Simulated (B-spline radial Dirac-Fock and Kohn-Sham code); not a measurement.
**Se⁵⁺ 4s: cross section and angular parameters**

System: selenium as Se⁵⁺, configuration [Ar] 3d10 4s1; threshold 82.36 eV (orbital energy of the model). Method: Dirac-Hartree-Slater photoionisation with a Latter tail; cross sections with all multipoles, angular parameters from the dipole term and its interference with E2. Computed with a B-spline atomic structure program.

Input file task.json (cfg lists n, l and occupation; rrms is the nuclear radius in fm):

```json
{"items": [{
  "Z": 34,
  "q": 5,
  "cfg": [[1, 0, 2], [2, 0, 2], [2, 1, 6], [3, 0, 2], [3, 1, 6], [3, 2, 10], [4, 0, 1]],
  "A": 80,
  "rrms": 4.14,
  "do": "xps",
  "hv": [75.4, 135.0, 150, 175.0, 178.0, 205.0, 300, 400, 435.0, 486.0, 521.0, 558.0, 614.0, 800, 898.0, 1110.0, 1310.0, 1670.0, 1690.0, 2000, 2240.0, 2510.0, 2940.0, 5414.7, 5660.0, 5930.0, 6000, 7930.0, 9251.7, 10800.0]
}]}
```

Run with: `python xray2_run.py task.json out`

For linearly polarised light dσ/dΩ = σ/(4π) [1 + β P₂(cos θ) + (δ + γ cos²θ) sin θ cos φ], with θ from the polarisation vector and φ the angle between the beam and the projection of the electron momentum on the plane normal to the polarisation.

```csv
hν (eV),σ (kb),β,γ
135,70.0,1.996,0.238
150,57.9,1.996,0.241
175,46.6,1.996,0.243
178,45.4,1.996,0.242
205,37.5,1.997,0.238
300,21.8,1.997,0.207
400,14.1,1.998,0.163
435,12.4,1.998,0.149
486,10.3,1.998,0.126
521,9.24,1.998,0.111
558,8.24,1.998,0.094
614,7.02,1.998,0.072
800,4.50,1.998,0.011
898,3.69,1.998,-0.013
1110,2.53,1.998,-0.048
1310,1.88,1.998,-0.065
1670,1.20,1.998,-0.067
1690,1.17,1.998,-0.066
2000,0.854,1.998,-0.046
2240,0.687,1.999,-0.023
2510,0.550,1.999,0.011
2940,0.402,1.999,0.074
5414.7,0.111,1.998,0.509
5660,0.101,1.998,0.552
5930,?,?,?
6000,0.0886,1.998,0.610
7930,0.0473,1.998,0.922
9251.7,0.0331,1.998,1.118
10800,0.0230,1.998,1.335
```

Q: Give the values at 5930 eV.

A: σ = 0.0910 kb, β = 1.998, γ = 0.598. For an s subshell δ is negligible.
